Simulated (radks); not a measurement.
Problem. These are the eigenvalues of the occupied orbitals of an atom or ion with whole-number occupations (hartree). Method: scalar-relativistic Kohn-Sham, PBE, spin-polarised, spherical densities, finite nucleus; Fermi nuclear charge, rms radius of each element as measured or else 0.836 A^(1/3) + 0.57 fm; computed with a radial shooting solver on a logarithmic mesh with Libxc functionals.

| orbital | eigenvalue |
|---|---|
| 1s up | -143.4803 |
| 1s down | -143.2627 |
| 2s up | -24.75085 |
| 2s down | -24.34977 |
| 2p up | -22.43022 |
| 2p down | -21.96348 |

Which element is it, and in what charge state? The configuration may be excited. Open shells, if any, are filled with parallel spins first.

Solution. Z = 19, potassium, charge +11: K11+ in [He] 2s2 2p4. The list shows which subshells hold electrons but not how many an open one holds; the 1s level, -143.48 hartree, gives Z - s = 16.9 by -(Z - s)^2/2, which with screening and relativity narrows Z to a few neighbours, and the depths of the outer levels then fix element, charge and occupations together.
